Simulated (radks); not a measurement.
The numbers below are computed, except where a source is named.
The copper ion Cu2+ inside a hard spherical wall (all orbitals vanish at R), configuration held at [Ar] 3d9 and not refilled when levels cross. Level of theory: scalar-relativistic Kohn-Sham, LDA (Slater exchange, Perdew-Wang correlation), spin-unpolarised, spherical densities, point nucleus (a radial shooting solver on a logarithmic mesh with Libxc functionals). Eigenvalues in eV, with the zero of energy where the potential of the charges vanishes at infinity; a dash marks a level that is unbound or too diffuse for the functional's potential to be trusted. A positive occupied level is held by the wall or, in an anion where self-interaction has pushed it up, behind a barrier. The pressure on the wall is -dE/dV.

| R (bohr) | E (hartree) | kinetic (hartree) | e(2p) | e(3s) | e(3p) | e(3d) | e(4s, empty) | e(4p, empty) | pressure (GPa) |
|---|---|---|---|---|---|---|---|---|---|
| free | -1651.15674 | 1675.080 | -942.22 | -139.80 | -97.574 | -29.986 | -22.544 | -15.382 | 0 |
| 20 | -1651.15674 | 1675.080 | -942.22 | -139.80 | -97.574 | -29.986 | -22.544 | -15.382 | < 0.0001 |
| 10 | -1651.15674 | 1675.080 | -942.22 | -139.80 | -97.574 | -29.986 | -22.544 | -15.382 | < 0.0001 |
| 8 | -1651.15674 | 1675.080 | -942.22 | -139.80 | -97.574 | -29.986 | -22.544 | -15.374 | < 0.0001 |
| 4 | -1651.14696 | 1675.165 | -941.75 | -139.39 | -97.178 | -29.596 | -20.946 | -12.085 | 3.53 |
| 3 | -1651.04261 | 1675.805 | -938.92 | -137.09 | -94.930 | -27.263 | -13.368 | -1.460 | 73.6 |
| 2.5 | -1650.75218 | 1677.289 | -933.73 | -133.16 | -91.081 | -23.005 | 0.093 | 15.082 | 395 |
